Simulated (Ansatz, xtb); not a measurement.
## Two isomers of BFGaHO

Structure a: `FB[O][Ga]`, a singlet. Structure b: `O=[B][GaH][F]`, a singlet. Both are isolated molecules in the gas phase, relaxed with r2SCAN-D4/def2-SVP; the shapes shown needn't be the lowest conformers.

a (Å):

```xyz
5

B    -0.5290   -1.5548    0.2600
F    -0.2672   -2.7631   -0.2522
Ga    1.2452    0.8372   -0.7883
O     0.1818   -0.4937   -0.1364
H    -1.4188   -1.4801    1.0776
```

b (Å):

```xyz
5

B    -1.3806    0.5638    0.0823
F     0.8243   -1.1481    1.6231
Ga    0.5744    0.3076    0.6804
O    -2.5177    0.7416   -0.2832
H     1.8380    1.1677    0.4428
```

Quicker runs give these differences E(b) − E(a): GFN2-xTB +57.5 kcal/mol; HF/STO-3G +35.1 kcal/mol (at GFN2-xTB geometries); r2SCAN-D4/def2-SVP//GFN2-xTB +40.3 kcal/mol.

Question: Estimate E(b) − E(a) at the level CCSD(T)/def2-TZVPP.

Answer: Calculated at CCSD(T)/def2-TZVPP: E(b) − E(a) = +37.2 kcal/mol, so structure a lies lower.

Level by level:

| level | geometry | E(b) − E(a) (kcal/mol) | departure from the last row (kcal/mol) | job, with rough time for the two |
| --- | --- | --- | --- | --- |
| GFN2-xTB | GFN2-xTB | +57.5 | +20.3 | optimisation, 0.2 s |
| HF/STO-3G | GFN2-xTB | +35.1 | −2.1 | single point, 1.6 s |
| r2SCAN-D4/def2-SVP//GFN2-xTB | GFN2-xTB | +40.3 | +3.1 | single point, 3.9 s |
| r2SCAN-D4/def2-SVP | r2SCAN-D4/def2-SVP | +40.3 | +3.1 | optimisation, 32 s |
| HF/def2-TZVPP | r2SCAN-D4/def2-SVP | +47.3 | +10.1 | part of the CCSD(T) run |
| MP2/def2-TZVPP | r2SCAN-D4/def2-SVP | +34.7 | −2.5 | part of the CCSD(T) run |
| CCSD(T)/def2-TZVPP | r2SCAN-D4/def2-SVP | +37.2 |  | single point, 2.6 min |

As drawn, b has 1 B=O, 1 B–Ga, 1 F–Ga, 1 Ga–H in place of 1 B–F, 1 B–O, 1 Ga–O, 1 B–H.

None of the levels shown reverses the order. The largest departure from CCSD(T)/def2-TZVPP is that of GFN2-xTB, 20.3 kcal/mol.

With harmonic frequencies from r2SCAN-D4/def2-SVP (ideal gas, rigid rotor, one conformer each, 298.15 K, 1 atm): on the last row, ΔE + ΔZPE = +35.1 kcal/mol. A mode under 50 cm⁻¹ makes harmonic enthalpies and free energies unreliable, so none is given.

The correlated steps freeze 12 core orbitals; the filled d shell of Ga is correlated, in a basis made for valence electrons. Run with Ansatz 0.2.0, xtb 6.7.1; the last row on 1 thread of Arm Neoverse V1 on a shared host.
